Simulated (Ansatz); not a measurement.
Computed with Ansatz on PBE0-D4/def2-TZVP structures; ΔE is electronic, products minus reactants. CCSD(T)/CBS is the MP2 limit (def2-TZVPP, def2-QZVPP) plus CCSD(T) − MP2 in def2-TZVPP, frozen cores. This one scheme is used for every species, atoms too. DFT in def2-TZVPP. B3LYP here is the variant with VWN-RPA as its local correlation; programs differ in this. Open shells (•) are unrestricted, without spin–orbit coupling. Spin–orbit coupling would lower the free atoms: a little for C, F, S, Si.

Reaction (atomization): `FC1NC[SiH2]S1` → 2 C• + F• + 6 H• + N• + S• + Si•

```csv
level,ΔE (kJ/mol)
PBE-D4,4509.5
r2SCAN-D4,4398.7
B3LYP-D4,4380.3
r2SCAN,4390.8
B3LYP,4327.1
HF/def2-TZVPP,3054.7
CCSD/def2-TZVPP,4166.5
SCS-MP2/def2-QZVPP,4396.2
```

Task: What does CCSD(T)/CBS give? (Estimate.)

Result: Ansatz gave: +4382.9 kJ/mol. The listed levels differ from it by 126.6, 15.8, -2.6, 7.9, -55.8, -1328.2, -216.4, 13.3 kJ/mol.

Largest T1 diagnostic among the species: 0.012.

The D4 term adds +53.2 kJ/mol with B3LYP and +27.6 kJ/mol with PBE0; it sums over pairs of atoms, weighted by their polarisabilities, and B3LYP, whose exchange is more repulsive, gets the larger term. From PBE to PBE0 (25 % exact exchange), in def2-TZVPP and without D4, ΔE moves by −89.6 kJ/mol: exact exchange takes away binding that semilocal exchange gives to molecules.

For atomizations the MP2-based limit and the directly extrapolated one differ by several kJ/mol either way, and by 10 to 25 for some Ge, Se and Sn compounds, so smaller differences from it don't rank the levels.
